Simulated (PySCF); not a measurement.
**Worked example: chemical shift, span and skew from a shielding tensor**

H2OSSi, SMILES S[Si]O (connectivity only; charge and spin as stated), neutral, multiplicity 1. Atoms are numbered in the order given.

```xyz
5

Si     0.7037    -0.6372     0.0000
O     -0.6247    -1.6202     0.0000
H     -1.5295    -1.2886     0.0000
S     -0.2638     1.3231     0.0000
H      0.8962     2.0009     0.0000
```

Coordinates come from a B3LYP-D3(BJ)/def2-TZVP optimisation. Other conformers were not sampled.

GIAO shieldings from PySCF with PBE0/pcSseg-2, non-relativistic, no solvent. The symmetric part of the tensor of Si1 has the principal values -247.0, 276.5, 321.3 ppm. The same nucleus in TMS has σ = 341.9 ppm at this level (PySCF, at its B3LYP-D3(BJ)/def2-TZVP geometry).

Task: Work out the isotropic shielding, the ²⁹Si shift against TMS, the span and the skew.

Result: 
σ(iso) = (σ11 + σ22 + σ33)/3 = 116.9 ppm. δ = σ(ref) − σ(iso) = 341.9 − (116.9) = 225.0 ppm.
Span Ω = σ33 − σ11 = 568.3 ppm. Skew κ = 3(σ(iso) − σ22)/Ω = -0.84. Tumbling in solution averages the tensor to δ; in a static solid the shielding alone would spread this spin-1/2 line over Ω.
